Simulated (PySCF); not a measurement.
Mn(Cp)2, C10H10Mn, multiplicity 6, GFN2-xTB optimised geometry.

```
21

Mn    -0.03     0.02     0.00
C      2.36     0.02     0.00
C      1.93     1.10     0.82
C      1.26     2.03     0.00
C      1.26     1.53    -1.33
C      1.94     0.29    -1.33
H      3.02    -0.78     0.30
H      2.23     1.26     1.85
H      0.95     3.02     0.30
H      0.95     2.08    -2.21
H      2.23    -0.27    -2.21
C     -2.18    -0.04     1.05
C     -1.47    -1.19     1.47
C     -1.24    -2.01     0.33
C     -1.81    -1.37    -0.79
C     -2.39    -0.15    -0.35
H     -2.62     0.69     1.70
H     -1.28    -1.48     2.50
H     -0.85    -3.02     0.35
H     -1.93    -1.80    -1.77
H     -3.02     0.49    -0.94
```

Density from unrestricted B3LYP/def2-SVP in PySCF at that geometry.

Minimum of the electron density along straight lines between bonded atoms, close to the bond critical point (lines longer than 1.1 times the sum of covalent radii, or with two minima, are not listed):

```
bond     length / Å  ρ at the minimum / e bohr⁻³  ∇²ρ there / e bohr⁻⁵  position (fraction from the first atom)
-------  ----------  ---------------------------  --------------------  ---------------------------------------
C2–C3         1.418                        0.293                 -0.69                                     0.50
C3–C4         1.418                        0.293                 -0.69                                     0.50
C4–C5         1.418                        0.293                 -0.69                                     0.50
C2–C6         1.418                        0.293                 -0.69                                     0.50
C5–C6         1.418                        0.293                 -0.69                                     0.50
C2–H7         1.080                        0.280                 -1.05                                     0.63
C3–H8         1.080                        0.280                 -1.05                                     0.63
C4–H9         1.080                        0.280                 -1.05                                     0.63
C5–H10        1.080                        0.280                 -1.06                                     0.63
C6–H11        1.080                        0.280                 -1.06                                     0.63
C12–C13       1.418                        0.293                 -0.69                                     0.50
C13–C14       1.418                        0.293                 -0.69                                     0.50
C14–C15       1.418                        0.293                 -0.69                                     0.50
C12–C16       1.418                        0.293                 -0.69                                     0.50
C15–C16       1.418                        0.293                 -0.69                                     0.50
C12–H17       1.080                        0.280                 -1.05                                     0.63
C13–H18       1.080                        0.280                 -1.05                                     0.63
C14–H19       1.080                        0.280                 -1.05                                     0.63
C15–H20       1.080                        0.280                 -1.06                                     0.63
C16–H21       1.080                        0.280                 -1.06                                     0.63
```
